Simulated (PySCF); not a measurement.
## Radial density of W(47+) (tungsten, charge +47)

UHF, [Ar] 3d9, 2D determinant. Calculation: PySCF 2.14, in an even-tempered Gaussian basis (18 s from 10 bohr⁻², ratio 2.5; 13 p from 13 bohr⁻², ratio 2.5; 8 d from 13 bohr⁻², ratio 2.5; 4 f from 56 bohr⁻², ratio 2.7; 3 g from 84 bohr⁻², ratio 2.7); scalar relativity by spin-free X2C-1e.

```csv
r (bohr),4πr²ρ (e/bohr),4πr²(ρα − ρβ)
0.0181,93.14,0.0068
0.0304,93.73,0.0876
0.0512,130.6,0.7223
0.0861,102.7,3.3236
0.145,103.9,6.1994
0.244,57.02,2.6773
0.410,2.188,0.0993
0.690,0.003218,0.0002
```

Densities and radii are taken from the X2C orbitals without a picture-change correction, which distorts them close to the nucleus.

Spin-orbit coupling, absent here, splits the open shell strongly.
